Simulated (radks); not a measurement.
Question: The mercury ion Hg4+, 76 electrons, occupied as [Xe] 4f14 5d8. Method: scalar-relativistic Kohn-Sham, LDA (Slater exchange, VWN5 correlation), spin-polarised, spherical densities, finite nucleus; open shells are filled with parallel spins first (spin-orbit coupling, left out, can overturn this in heavy ions); Fermi nuclear charge, rms radius 5.4648 fm; computed with a radial shooting solver on a logarithmic mesh with Libxc functionals. Some entries of the table are withheld. Estimate them.

orbital,occ.,eigenvalue (eV),<1/r> (bohr^-1)
1s up,1,-83121.13,97.45
1s down,1,-83121.12,97.45
2s up,1,-14776.89,22.87
2s down,1,-14776.71,22.87
2p up,3,-12759.77,20.28
2p down,3,-12759.62,20.28
3s up,1,-3545.496,8.476
3s down,1,-3545.401,8.477
3p up,3,-2962.412,7.717
3p down,3,-2962.311,7.717
3d up,5,-2346.488,7.258
3d down,5,-2346.347,7.258
4s up,1,-818.8394,3.642
4s down,1,-818.6500,3.642
4p up,3,-627.4992,3.284
4p down,3,-627.3086,3.284
4d up,5,-400.0326,2.947
4d down,5,-399.8087,2.948
5s up,1,-169.5243,(1)
5s down,1,-168.4154,(2)
4f up,7,-147.6490,2.535
4f down,7,-147.3548,2.537
5p up,3,-117.3573,1.296
5p down,3,-116.0651,1.299
5d up,5,(3),0.9711
5d down,3,(4),0.9695

Answer: 
(1) 5s up <1/r> (bohr^-1): 1.514
(2) 5s down <1/r> (bohr^-1): 1.518
(3) 5d up eigenvalue (eV): -58.1556
(4) 5d down eigenvalue (eV): -56.7837
